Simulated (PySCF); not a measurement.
SMILES c1(c[c](ccc1)[GeH3])[SiH3] (C₆H₁₀GeSi), singlet (GFN2-xTB optimised geometry):

```
18

Si    -2.092    -2.059     0.016
C     -1.137    -0.431     0.000
C     -1.785     0.799     0.000
C     -1.070     1.984    -0.001
C      0.312     1.956    -0.001
C      0.991     0.743     0.000
Ge     2.942     0.707     0.004
C      0.254    -0.431     0.000
H     -3.509    -1.779    -0.219
H     -1.567    -2.931    -1.038
H     -1.917    -2.706     1.319
H     -2.866     0.830    -0.001
H     -1.593     2.931    -0.002
H      0.875     2.882    -0.003
H      3.443    -0.698    -0.090
H      3.509     1.488    -1.139
H      3.504     1.318     1.250
H      0.783    -1.378    -0.002
```

Level of theory: CAM-B3LYP/def2-SVP (PySCF).

Question: What are the frontier orbital energies and the dipole moment?

Answer: HOMO-2 -9.85 eV, HOMO-1 -8.64 eV, HOMO -8.56 eV, LUMO 0.47 eV, LUMO+1 0.75 eV; dipole moment 0.63 D.

Meta-Löwdin charges at CAM-B3LYP/def2-SVP: Si1 0.52, C2 -0.22, C3 -0.09, C4 -0.10, C5 -0.09, C6 -0.17, Ge7 0.38, C8 -0.09, H9 -0.10, H10 -0.10, H11 -0.11, H12 0.10, H13 0.10, H14 0.10, H15 -0.07, H16 -0.07, H17 -0.07, H18 0.09.
